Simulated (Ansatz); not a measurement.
Relaxation of Cu₂O₂ with RKS PBE0-D4/def2-SVP.

```sh
$ ansatz run in.yaml --threads 4 --pin off --events-out ev --progress --plain --max-ram 3916MiB
```

```yaml
crystal:
  periodic: [false, false, false]
  atoms:
    - {symbol: Cu, position_ang: [1.274180, -0.170470, 0.078840]}
    - {symbol: Cu, position_ang: [-1.272980, 0.171820, -0.079060]}
    - {symbol: O, position_ang: [0.106270, 0.276740, -1.123690]}
    - {symbol: O, position_ang: [-0.107480, -0.278090, 1.123910]}
basis:
  gaussian: {orbitals: def2-SVP}
hamiltonian: {xc: pbe0, dispersion: d4}
scf: {omitted_lower_state_checks: [starts]}
output: {orbitals: {seedname: orbitals}}
relax: {f_tol: 0.02, max_steps: 100}
```

Run time 10 s (4 threads of Arm Neoverse V2 on a shared host).

Positions (Å) and forces (eV/Å) at steps 1, 2, 3, 4, 6 of 6:

```xyz
4
step=1 energy=-93338.4899 eV
Cu    1.274   -0.170    0.079    0.763   -0.105    0.058
Cu   -1.273    0.172   -0.079   -0.788    0.103   -0.035
O     0.106    0.277   -1.124    0.368    0.920   -3.735
O    -0.107   -0.278    1.124   -0.343   -0.918    3.713
4
step=2 energy=-93339.0139 eV
Cu    1.227   -0.166    0.076   -0.093    0.012    0.002
Cu   -1.227    0.164   -0.076    0.075   -0.011    0.015
O     0.115    0.301   -1.216    0.186    0.458   -1.865
O    -0.116   -0.300    1.217   -0.168   -0.458    1.848
4
step=3 energy=-93339.0749 eV
Cu    1.085   -0.145    0.067    1.534   -0.208    0.094
Cu   -1.085    0.147   -0.067   -1.541    0.205   -0.097
O     0.132    0.342   -1.390   -0.072   -0.194    0.795
O    -0.132   -0.344    1.389    0.079    0.198   -0.792
4
step=4 energy=-93339.2348 eV
Cu    1.169   -0.157    0.072   -0.166    0.023   -0.009
Cu   -1.169    0.157   -0.073    0.161   -0.021    0.011
O     0.125    0.325   -1.313    0.011    0.020   -0.086
O    -0.125   -0.324    1.313   -0.006   -0.022    0.084
4
step=6 energy=-93339.2373 eV
Cu    1.159   -0.156    0.072   -0.001    0.000    0.000
Cu   -1.159    0.156   -0.072    0.001    0.000    0.000
O     0.126    0.326   -1.322    0.000    0.000    0.002
O    -0.126   -0.326    1.322    0.000    0.000   -0.002
```

The restricted singlet is unstable towards broken spin symmetry at other levels; at PBE0-D4/def2-SVP this wasn't settled. The structure comes from a short search, and lower isomers may exist.
